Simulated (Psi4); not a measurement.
CH$_{5}$Si (SMILES [CH2][SiH3]), doublet, at a GFN2-xTB geometry. Base run: Psi4 with CCSD(T)/aug-cc-pVDZ.

Input for Psi4:
```
memory 2 GB

molecule {
0 2
C    -0.01711389    0.13861103   -1.25945287
Si    0.00774095   -0.06609183    0.57241213
H    -0.92959358    0.22915764   -1.82227983
H     0.88009381    0.20740535   -1.84926448
H     0.03350168    1.24334789    1.24448153
H    -1.19792114   -0.77868484    1.00294438
H     1.20822931   -0.80760657    0.96706573
}

set {
  basis aug-cc-pvdz
  reference uhf
  freeze_core true
}

energy('ccsd(t)')
print_variables()
```

The base run was repeated with changes; each row names its change, and settings that it needs were set with it.

```csv
change,ΔE vs base (kcal/mol),MP2 correlation (Eh),CC correlation without the perturbative part (Eh),basis functions,core-seconds (rough)
base,0.000,-0.23314,-0.27720,95,100
method = mp2,32.11,-0.23305,-,95,4
method = ccsd,…,-0.23314,-0.27720,95,70
method = mp3,8.80,-0.23305,-,95,9
```

Question: Complete the blanks.

Answer: 
- method = ccsd, ΔE vs base (kcal/mol): 4.37

Open shells are given as the SCF converged; they aren't shown to be the lowest states, and a large step between rows can be another state.
